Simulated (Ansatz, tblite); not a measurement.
Spin states of the cluster Si₄⁺ (the lowest doublet isomer of a short search), each relaxed with r2SCAN-D4/def2-TZVP in Ansatz. Electronic energies in the gas phase.

The xTB rows come from tblite. LC-ωPBE has ω = 0.4 bohr⁻¹. Correlated methods freeze 20 core orbitals. In CCSD on the charge 1 doublet the largest single amplitude is 0.19, so its Hartree–Fock determinant may place the open shell otherwise than the density functionals do. The structure comes from a short search, and lower isomers may exist.

Doublet geometry (D2h within 0.1 Å):

```xyz
4

Si    1.064   -0.385    0.682
Si    0.696    1.726   -0.110
Si   -1.064    0.385   -0.683
Si   -0.696   -1.726    0.111
```

Quartet geometry (D2h within 0.1 Å):

```csv
atom,x (Å),y (Å),z (Å)
Si1,0.971,-0.367,-0.547
Si2,0.051,1.685,-1.040
Si3,-0.971,0.367,0.546
Si4,-0.051,-1.684,1.041
```

⟨S²⟩: doublet 0.76 at PBE0-D4/def2-TZVP (pure 0.75), quartet 3.79 at PBE0-D4/def2-TZVP (pure 3.75).

Run but left out: HF/STO-3G, HF/def2-TZVP, HF/def2-TZVPP, MP2/def2-TZVP, MP2/def2-TZVPP (doublet: ⟨S²⟩ 1.33 to 1.85, where a pure state has 0.75).

Only these spin states were relaxed.

```
              level  quartet − doublet (kJ/mol)  lowest of these                                                                                                       remarks
           GFN1-xTB                        52.9          doublet                                                                                                             –
           GFN2-xTB                       100.9          doublet                                                                                                             –
   PBE-D4/def2-TZVP                       131.7          doublet                                                                                                             –
r2SCAN-D4/def2-TZVP                       113.6          doublet                                                                                                             –
    CCSD/def2-TZVPP                       132.2          doublet  large T1 (0.075) (doublet), spin-contaminated (⟨S²⟩ 1.34) (doublet), spin-contaminated (⟨S²⟩ 3.98) (quartet)
 CCSD(T)/def2-TZVPP                       141.3          doublet  large T1 (0.075) (doublet), spin-contaminated (⟨S²⟩ 1.34) (doublet), spin-contaminated (⟨S²⟩ 3.98) (quartet)
```

Problem. Estimate the rows for revPBE-D4/def2-TZVP, PBE0-D4/def2-TZVP, BHLYP-D4/def2-TZVP, LC-ωPBE/def2-TZVP, ωB97M-V/def2-TZVP, RPA@PBE/def2-TZVP.

Solution. 
```json
{"level": "revPBE-D4/def2-TZVP", "quartet − doublet (kJ/mol)": "130.0", "lowest of these": "doublet", "remarks": "–"}
{"level": "PBE0-D4/def2-TZVP", "quartet − doublet (kJ/mol)": "124.1", "lowest of these": "doublet", "remarks": "–"}
{"level": "BHLYP-D4/def2-TZVP", "quartet − doublet (kJ/mol)": "132.9", "lowest of these": "doublet", "remarks": "–"}
{"level": "LC-ωPBE/def2-TZVP", "quartet − doublet (kJ/mol)": "103.2", "lowest of these": "doublet", "remarks": "spin-contaminated (⟨S²⟩ 3.88) (quartet)"}
{"level": "ωB97M-V/def2-TZVP", "quartet − doublet (kJ/mol)": "146.7", "lowest of these": "doublet", "remarks": "–"}
{"level": "RPA@PBE/def2-TZVP", "quartet − doublet (kJ/mol)": "148.1", "lowest of these": "doublet", "remarks": "–"}
```

The xTB methods have no spin-polarisation term.
